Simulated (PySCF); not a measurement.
## Fe²¹⁺ (iron, charge +21) across methods

[He] 2s2 2p1, 2P determinant. Computed with PySCF 2.14 in an uncontracted even-tempered set (17 s from 4.2 bohr⁻², ratio 2.2; 11 p from 5.5 bohr⁻², ratio 2.2; 6 d from 24 bohr⁻², ratio 2.4; 5 f from 35 bohr⁻², ratio 2.4; 4 g from 53 bohr⁻², ratio 2.4), with no relativity, point nucleus.

```
method  E (hartree)  mean ε 2s α (eV)  mean ε 2s β (eV)  mean ε 2p α (eV)  Σ⟨r²⟩ (bohr²)   ⟨S²⟩
  PBE0     -870.536           -1805.5           -1792.9           -1747.1         0.2071  0.750
  PW91     -870.617           -1794.6           -1784.2           -1734.9         0.2071  0.750
   LDA     -868.337           -1791.6           -1780.9           -1730.7         0.2075  0.750
   PBE     -870.491           -1794.1           -1783.8           -1734.2         0.2071  0.750
   UHF   -870.53238           -1838.6           -1818.6           -1785.0         0.2070  0.750
r2SCAN     -870.608           -1798.0           -1785.8           -1739.9         0.2070  0.750
```

(1) Estimate the same row for r2SCAN0.

Answers

(1) E (hartree) = -870.627; mean ε 2s α (eV) = -1808.4; mean ε 2s β (eV) = -1794.4; mean ε 2p α (eV) = -1751.4; Σ⟨r²⟩ (bohr²) = 0.2070; ⟨S²⟩ = 0.750.
